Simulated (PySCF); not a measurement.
GaCl₂, SMILES [Cl][Ga+][Cl], charge +1. Atoms are numbered in the order given.

```xyz
3

Ga     0.0000     0.0000     0.0000
Cl     0.0000     0.0000    -2.0396
Cl     0.0000     0.0000     2.0396
```
Charge +1, spin multiplicity 1.

The structure is a stationary point at PBE-D3(BJ)/def2-TZVP. The spin state was assumed, not searched. The isomer is the one that the SMILES or the coordinates give; other isomers of the formula were not compared.

Calculation: PySCF with PBE-D3(BJ)/def2-TZVP.

Frequencies are harmonic and unscaled.

Modes within 1.5 cm⁻¹ of each other (mostly degenerate sets) share a row, with their intensities summed.

**Question.** List the normal modes with their intensities. (Estimate from the structure and the level; the computed values follow.)

**Answer.** 
| mode | ν (cm⁻¹) | IR (km/mol) | moving atoms (share of kinetic energy) |
|---|---|---|---|
| 1–2 | 108 | 13.2 | Ga 50 %, Cl 50 % |
| 3 | 402 | 0.0 | Cl 100 % |
| 4 | 585 | 54.6 | Ga 50 %, Cl 50 % |
